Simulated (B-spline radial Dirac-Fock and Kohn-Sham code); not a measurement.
# Ti 3d3/2: cross section and angular parameters

System: atomic titanium in the configuration [Ar] 3d2 4s2; threshold 7.66 eV (orbital energy of the model). Method: Dirac-Hartree-Slater photoionisation with a Latter tail; cross sections with all multipoles, angular parameters from the dipole term and its interference with E2. Computed with a radial finite-basis atomic code.

For linearly polarised light dσ/dΩ = σ/(4π) [1 + β P₂(cos θ) + (δ + γ cos²θ) sin θ cos φ], with θ from the polarisation vector and φ the angle between the beam and the projection of the electron momentum on the plane normal to the polarisation.

| hν (eV) | σ (kb) | β | γ | δ |
| --- | --- | --- | --- | --- |
| 60 | 954 | 0.788 | 0.015 | 0.013 |
| 63.5 | 872 | 0.821 | 0.017 | 0.013 |
| 76.1 | ? | ? | ? | ? |
| 80 | 572 | 0.952 | 0.026 | 0.015 |
| 117 | 246 | 1.128 | 0.052 | 0.019 |
| 120 | 232 | 1.138 | 0.055 | 0.020 |
| 157 | 117 | 1.220 | 0.085 | 0.023 |
| 196 | 63.8 | 1.259 | 0.117 | 0.027 |
| 296 | 19.0 | 1.261 | 0.193 | 0.034 |
| 300 | 18.3 | 1.259 | 0.196 | 0.034 |
| 400 | 7.42 | 1.209 | 0.259 | 0.042 |
| 449 | 5.11 | 1.179 | 0.285 | 0.046 |
| 488 | 3.89 | 1.154 | 0.304 | 0.049 |
| 540 | 2.78 | 1.122 | 0.327 | 0.053 |
| 600 | 1.95 | 1.085 | 0.351 | 0.057 |
| 697 | 1.16 | 1.029 | 0.385 | 0.065 |
| 1253.6 | 0.141 | 0.798 | 0.519 | 0.110 |
| 2010 | 0.0228 | 0.626 | 0.634 | 0.168 |
| 2020 | 0.0224 | 0.625 | 0.636 | 0.168 |
| 3160 | 0.00359 | 0.476 | 0.721 | 0.246 |
| 3870 | 0.00153 | 0.419 | 0.745 | 0.288 |
| 6000 | 0.000232 | 0.324 | 0.781 | 0.402 |
| 6850 | 0.000130 | 0.303 | 0.791 | 0.442 |
| 8260 | 5.69e-05 | 0.275 | 0.809 | 0.504 |
| 9251.7 | 3.43e-05 | 0.260 | 0.820 | 0.545 |
| 10900 | 1.64e-05 | 0.235 | 0.835 | 0.608 |
| 11100 | 1.51e-05 | 0.232 | 0.836 | 0.616 |
| 11200 | 1.45e-05 | 0.230 | 0.837 | 0.620 |
| 12600 | 8.52e-06 | 0.208 | 0.841 | 0.672 |
| 12700 | 8.21e-06 | 0.206 | 0.841 | 0.675 |

Question: Give the values at 76.1 eV.

Answer: σ = 631 kb, β = 0.924, γ = 0.024, δ = 0.015.
